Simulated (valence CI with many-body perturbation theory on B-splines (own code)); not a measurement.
## E1 transitions of Si⁹⁺

Method: valence CI with perturbative core correlation (CI+MBPT): three valence electrons over a frozen Dirac-Fock core [He], radial functions for each j: 11 s, 11 p, 10 d, 8 f, 5 g, 2 h, with the one-electron correlation potential Σ1 (screened to all orders), the two-electron term Σ2, the three-electron term Σ3, Breit, model QED; selected single and double excitations, second order for the rest, scaled by the run's own slope (own B-spline code, finite nucleus).

No measured spectrum was set against this ion. As an estimate, levels of excited configurations hold to 0.05 to 0.15 % of their energy, terms of the ground configuration to about 0.5 %.

Lines 101 to 150 of 590 in falling wavelength, among levels below 2809100 cm⁻¹, chosen from the strongest by gf and those to the six lowest levels. Wavelengths and rates use the calculated energies, so an error of 300 cm⁻¹ moves a line at 134.4 nm by 0.4 % and its rate by three times that or more. Electric multipoles are in the length gauge, E1 and E2 with the static RPA response of the core. Weak lines are less certain than strong ones. Lines between different terms over intervals too small for the method are left out, as are lines whose strength nearly cancels.

Names give the largest LS component (configuration and term), which can be under half, so a name can repeat, a term be missing and a line seem to break the LS rules; names also repeat where a configuration has a term twice. Letters in brackets count levels of one name in rising energy.

| λ vac (nm) | Upper | Lower | A (s⁻¹) | S (a.u.) |
| --- | --- | --- | --- | --- |
| 134.4 | 2s.2p.3p 2D_3/2 [a] | 2s.2p.3s 2P°_1/2 [a] | 2.50e+08 | 1.20e+00 |
| 133.1 | 2s.2p.3p 4D_7/2 | 2s.2p.3s 4P°_5/2 | 3.43e+08 | 3.19e+00 |
| 132.8 | 2s.2p.3d 4P°_5/2 | 2s.2p.3p 4S_3/2 | 1.86e+08 | 1.29e+00 |
| 132.7 | 2s2.3d 2D_5/2 | 2s2.3p 2P°_3/2 | 2.74e+08 | 1.90e+00 |
| 132.2 | 2s.2p.3p 4D_5/2 | 2s.2p.3s 4P°_3/2 | 2.62e+08 | 1.79e+00 |
| 130.7 | 2s.2p.3d 4P°_3/2 | 2s.2p.3p 4S_3/2 | 1.67e+08 | 7.35e-01 |
| 130.3 | 2s2.3d 2D_3/2 | 2s2.3p 2P°_1/2 | 2.40e+08 | 1.05e+00 |
| 129.3 | 2p2.3p 4P°_3/2 | 2p2.3s 4P_1/2 | 1.49e+08 | 6.37e-01 |
| 129.1 | 2s.2p.3p 2D_3/2 [b] | 2s.2p.3s 2P°_3/2 [b] | 1.51e+08 | 6.44e-01 |
| 128.7 | 2s.2p.3p 2D_3/2 [b] | 2s.2p.3s 2P°_1/2 [b] | 1.53e+08 | 6.45e-01 |
| 128.4 | 2p2.3p 2P°_1/2 [c] | 2p2.3s 2S_1/2 | 4.13e+08 | 8.63e-01 |
| 127.9 | 2s.2p.3p 2D_5/2 [b] | 2s.2p.3s 2P°_3/2 [b] | 3.10e+08 | 1.92e+00 |
| 127.3 | 2p2.3p 2P°_3/2 [c] | 2p2.3s 2S_1/2 | 4.24e+08 | 1.72e+00 |
| 125.9 | 2s.2p.3p 2P_3/2 [b] | 2s.2p.3s 2P°_3/2 [b] | 1.81e+08 | 7.15e-01 |
| 125.5 | 2s.2p.3p 2P_3/2 [b] | 2s.2p.3s 2P°_1/2 [b] | 1.72e+08 | 6.72e-01 |
| 124.8 | 2p2.3d 4P_5/2 | 2p2.3p 4P°_5/2 | 1.76e+08 | 1.01e+00 |
| 124.2 | 2s2.3p 2P°_1/2 | 2s2.3s 2S_1/2 | 3.84e+08 | 7.26e-01 |
| 121.4 | 2s2.3p 2P°_3/2 | 2s2.3s 2S_1/2 | 4.11e+08 | 1.45e+00 |
| 120.3 | 2s.2p.3d 2F°_7/2 [a] | 2s.2p.3p 2D_5/2 [a] | 4.40e+08 | 3.03e+00 |
| 120.1 | 2s.2p.3d 2F°_5/2 [a] | 2s.2p.3p 2D_3/2 [a] | 4.11e+08 | 2.11e+00 |
| 118.8 | 2p2.3d 2D_3/2 [a] | 2p2.3p 2P°_1/2 [a] | 2.86e+08 | 9.48e-01 |
| 117.9 | 2p2.3d 2D_5/2 [a] | 2p2.3p 2P°_3/2 [a] | 3.69e+08 | 1.79e+00 |
| 113.6 | 2s.2p.3d 2D°_5/2 [a] | 2s.2p.3p 2P_3/2 [a] | 1.73e+08 | 7.49e-01 |
| 113.3 | 2p2.3p 2D°_5/2 [b] | 2p2.3s 2D_5/2 | 4.46e+08 | 1.92e+00 |
| 113.2 | 2p2.3p 2D°_3/2 [b] | 2p2.3s 2D_3/2 | 3.91e+08 | 1.12e+00 |
| 110.7 | 2s.2p.3p 4S_3/2 | 2s.2p.3s 4P°_3/2 | 2.38e+08 | 6.38e-01 |
| 103.5 | 2s.2p.3p 2S_1/2 [a] | 2s.2p.3s 2P°_3/2 [a] | 5.40e+08 | 5.90e-01 |
| 102.1 | 2s.2p.3p 4P_3/2 | 2s.2p.3s 4P°_5/2 | 4.97e+08 | 1.04e+00 |
| 100.0 | 2s.2p.3p 4P_5/2 | 2s.2p.3s 4P°_5/2 | 6.37e+08 | 1.89e+00 |
| 99.83 | 2p2.3p 4S°_3/2 | 2p2.3s 4P_5/2 | 5.57e+08 | 1.09e+00 |
| 99.78 | 2s.2p.3p 4P_1/2 | 2s.2p.3s 4P°_3/2 | 7.40e+08 | 7.26e-01 |
| 96.24 | 2p2.3p 4S°_3/2 | 2p2.3s 4P_3/2 | 3.33e+08 | 5.86e-01 |
| 95.98 | 2p2.3p 2P°_1/2 [b] | 2p2.3s 2D_3/2 | 8.57e+08 | 7.48e-01 |
| 95.90 | 2s.2p.3p 4P_5/2 | 2s.2p.3s 4P°_3/2 | 2.50e+08 | 6.53e-01 |
| 95.63 | 2s.2p.3p 4P_3/2 | 2s.2p.3s 4P°_1/2 | 2.93e+08 | 5.05e-01 |
| 93.28 | 2p2.3p 2P°_3/2 [b] | 2p2.3s 2D_3/2 | 2.93e+08 | 4.69e-01 |
| 93.15 | 2p2.3p 2P°_3/2 [b] | 2p2.3s 2D_5/2 | 8.36e+08 | 1.33e+00 |
| 92.55 | 2p2.3p 2D°_5/2 [b] | 2p2.3s 2P_3/2 | 5.55e+08 | 1.30e+00 |
| 88.92 | 2p2.3p 2D°_3/2 [b] | 2p2.3s 2P_1/2 | 5.19e+08 | 7.20e-01 |
| 78.64 | 2p2.3p 2P°_3/2 [b] | 2p2.3s 2P_3/2 | 6.89e+08 | 6.62e-01 |
| 74.99 | 2p2.3p 2D°_3/2 [a] | 2s.2p.3p 2P_1/2 [b] | 4.35e+08 | 3.62e-01 |
| 73.16 | 2p2.3p 2D°_5/2 [a] | 2s.2p.3p 2P_3/2 [b] | 4.10e+08 | 4.75e-01 |
| 56.67 | 2p2.3p 2F°_5/2 | 2s.2p.3p 2D_3/2 [b] | 8.49e+08 | 4.58e-01 |
| 56.47 | 2p2.3p 2F°_7/2 | 2s.2p.3p 2D_5/2 [b] | 1.13e+09 | 8.01e-01 |
| 55.21 | 2p2.3d 2D_3/2 [b] | 2s.2p.3d 2D°_3/2 [b] | 1.16e+09 | 3.84e-01 |
| 55.17 | 2p3 2D°_5/2 | 2s.2p2 2P_3/2 | 1.04e+09 | 5.16e-01 |
| 54.21 | 2p2.3d 2D_5/2 [b] | 2s.2p.3d 2D°_5/2 [b] | 6.71e+08 | 3.16e-01 |
| 53.99 | 2p3 2D°_3/2 | 2s.2p2 2P_1/2 | 9.65e+08 | 3.00e-01 |
| 53.34 | 2p2.3d 2P_3/2 [b] | 2s.2p.3d 2P°_3/2 [b] | 1.22e+09 | 3.67e-01 |
| 53.05 | 2p2.3s 2D_5/2 | 2s.2p.3s 2P°_3/2 [b] | 2.04e+09 | 9.01e-01 |
